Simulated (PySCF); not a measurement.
Species: C₅H₃NO.
Geometry (PBE0-D3(BJ)/def2-SVP, Å), atoms numbered from 1 in this order:
```xyz
10
C5H3NO angstrom
N      3.138   -0.470   -0.271
C      2.003   -0.257   -0.163
C      0.612   -0.004   -0.032
C     -0.470   -0.934   -0.217
C     -1.603   -0.221    0.017
O     -1.302    1.060    0.327
C      0.027    1.193    0.298
H     -0.390   -1.984   -0.486
H     -2.659   -0.475    0.002
H      0.437    2.173    0.527
```

Theory: core-valence-separated Tamm–Dancoff BHandHLYP/aug-pcX-1 (pcseg-1 on H) in PySCF, non-relativistic, gas phase, PBE0-D3(BJ)/def2-SVP geometry. Absolute energies from this functional tend to lie a few eV below measured edges; no shift was applied.

The lowest roots of each edge with f over 0.003 (five at most, numbered afresh; weaker and dark ones are left out), with transition dipoles (au) in the frame of the coordinates:

| root | edge | E (eV) | f | μx | μy | μz |
| --- | --- | --- | --- | --- | --- | --- |
| 1 | C | 283.70 | 0.0555 | -0.0040 | 0.0217 | -0.0866 |
| 2 | C | 283.92 | 0.0429 | 0.0037 | -0.0190 | 0.0761 |
| 3 | C | 284.03 | 0.0626 | 0.0187 | 0.0904 | 0.0218 |
| 4 | C | 284.09 | 0.0588 | -0.0041 | 0.0226 | -0.0890 |
| 5 | C | 284.12 | 0.0599 | 0.0043 | -0.0227 | 0.0898 |
| 6 | N | 397.11 | 0.0649 | 0.0164 | 0.0766 | 0.0232 |
| 7 | N | 397.12 | 0.0570 | -0.0026 | 0.0232 | -0.0729 |
| 8 | O | 532.70 | 0.0337 | -0.0023 | 0.0124 | -0.0492 |
| 9 | O | 536.83 | 0.0087 | -0.0192 | 0.0165 | 0.0051 |
| 10 | O | 536.87 | 0.0318 | 0.0370 | 0.0317 | 0.0063 |
| 11 | O | 537.27 | 0.0087 | 0.0170 | 0.0190 | 0.0040 |

Problem. What is the unit vector of the normal of the molecular plane, and which share of each root's |μ|² lies along it?

Solution. (-0.05, 0.25, -0.97), up to sign.

```json
{"root": "1", "core hole on": "C4", "share along it": "1.00", "final orbital under reflection in the plane": "odd"}
{"root": "2", "core hole on": "C2", "share along it": "1.00", "final orbital under reflection in the plane": "odd"}
{"root": "3", "core hole on": "C2", "share along it": "0.00", "final orbital under reflection in the plane": "even"}
{"root": "4", "core hole on": "C7", "share along it": "1.00", "final orbital under reflection in the plane": "odd"}
{"root": "5", "core hole on": "C3", "share along it": "1.00", "final orbital under reflection in the plane": "odd"}
{"root": "6", "core hole on": "N1", "share along it": "0.00", "final orbital under reflection in the plane": "even"}
{"root": "7", "core hole on": "N1", "share along it": "1.00", "final orbital under reflection in the plane": "odd"}
{"root": "8", "core hole on": "O6", "share along it": "1.00", "final orbital under reflection in the plane": "odd"}
{"root": "9", "core hole on": "O6", "share along it": "0.00", "final orbital under reflection in the plane": "even"}
{"root": "10", "core hole on": "O6", "share along it": "0.00", "final orbital under reflection in the plane": "even"}
{"root": "11", "core hole on": "O6", "share along it": "0.00", "final orbital under reflection in the plane": "even"}
```

The 1s orbitals of atoms in the plane are even under the reflection, so light polarised along the normal reaches odd orbitals alone (the out-of-plane π set) and light polarised in the plane even ones.

Problem. For fixed molecules, how does the intensity of root 1 change when the electric field is turned 70° away from the normal of the molecular plane?

Solution. Intensity goes as (E·μ)², and μ lies along that direction, so it falls to cos²70° = 0.12 of its maximum; it vanishes at 90°.

Problem. Molecules are fixed in this frame and the field points along (1, 0, −1)/√2. What effective strengths 3 f cos²θ do the roots have (θ between field and μ)?

Solution. root 1 (C4): 0.071, root 2 (C2): 0.055, root 3 (C2): 0.000, root 4 (C7): 0.075, root 5 (C3): 0.076, root 6 (N1): 0.001, root 7 (N1): 0.072, root 8 (O6): 0.043, root 9 (O6): 0.012, root 10 (O6): 0.019, root 11 (O6): 0.003. Averaged over all orientations cos²θ is 1/3, which gives f back.

